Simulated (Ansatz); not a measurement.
Isomers of Pb5⁺ (doublet), relaxed with r2SCAN-D4/def2-SVP; total energies from Ansatz at PBE0-D4/def2-TZVP.

| isomer | description | energy (Eh) |
| --- | --- | --- |
| A | point group C2v; 6 × Pb–Pb 2.92 to 3.06 Å | -964.33657 |
| B | point group C2; 6 × Pb–Pb 3.00 to 3.19 Å | -964.33608 |

In the def2 sets Pb takes a core potential; there is no spin–orbit coupling.

The isomers come from a short search, and lower ones may exist.

Problem. Work out the relative energies (1 Eh = 2625.5 kJ/mol) and the Boltzmann populations at 500 K from electronic energies alone (R = 8.314 J/mol/K).

Solution. ΔE: A 0.0, B 1.3 kJ/mol. RT = 4.16 kJ/mol. Factors exp(−ΔE/RT): A 1, B 0.732; sum 1.732. Populations: A 57.7 %, B 42.3 %. Zero-point energy, vibrational entropy and symmetry numbers are left out and can shift these; an error of 4 kJ/mol changes a ratio by a factor of 2.6. Over the other density-functional and correlated levels in def2 sets, the gap between A and B ranges from -4 to 2 kJ/mol.
